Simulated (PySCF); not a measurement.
Compound: C6H7NO2.
Z-matrix (Å and degrees, GFN2-xTB geometry), rows numbered from 1:
```
N 
C   1  1.3515
O   2  1.2053  1  122.97
C   2  1.5373  1  113.32  3   179.37
C   4  1.5007  2  109.80  1   -72.04
C   5  1.3305  4  112.81  2  -122.64
C   6  1.4734  5  110.67  4    -0.60
O   7  1.2049  6  127.14  5  -176.98
C   7  1.5184  6  106.55  5     2.67
H   1  1.0067  2  118.80  3    -0.86
H   1  1.0038  2  122.62  3   179.08
H   4  1.0947  2  107.59  1    48.18
H   5  1.0780  4  121.29  2    56.64
H   6  1.0751  5  126.96  4  -179.84
H   9  1.0926  4  110.10  2     4.56
H   9  1.0888  4  113.50  2  -116.43
```

Computed at PBE0/pcSseg-1 (PySCF, non-relativistic), with Q(14N) = 0.02044 b, Q(17O) = −0.0256 b: N1, 14N (I = 1): χzz = -4.698 MHz, η = 0.035; O3, 17O (I = 5/2): χzz = 9.484 MHz, η = 0.037; O8, 17O (I = 5/2): χzz = 11.52 MHz, η = 0.423.

Q: Find the zero-field quadrupole resonance frequencies of 14N at N1.

A: From ν± = (3/4)|χ|(1 ± η/3) and ν0 = |χ|η/2: ν+ 3.564 MHz, ν− 3.483 MHz, ν0 0.082 MHz (amide nitrogen).

Q: Find the zero-field quadrupole resonance frequencies of 17O at O3.

A: From the eigenvalues of H = χ/[4I(2I − 1)] × [3Iz² − I(I + 1) + η(Ix² − Iy²)], steps between neighbouring levels, labelled as for η = 0: ±1/2↔±3/2 1.425 MHz, ±3/2↔±5/2 2.844 MHz (amide oxygen).

Q: Where would the pure quadrupole (NQR) lines of 17O at O8 fall for the rigid, isolated species?

A: From the eigenvalues of H = χ/[4I(2I − 1)] × [3Iz² − I(I + 1) + η(Ix² − Iy²)], steps between neighbouring levels, labelled as for η = 0: ±1/2↔±3/2 2.037 MHz, ±3/2↔±5/2 3.346 MHz (ketone oxygen).

In a crystal, neighbours and librations shift these lines. GFN2-xTB bond lengths can be off by several hundredths of an ångström, more for odd bonds, and the gradients follow them. These gradients aren't converged with respect to the basis.

The run behind these numbers computed NMR shieldings as well. On one thread, AMD EPYC 9R45 (x86_64), shared host with 96 logical CPUs at a one-minute load of 18, this took 18 s (with the writing of density and orbital grids) and 0.84 GiB of memory at its peak.

One conformer stands for the species.
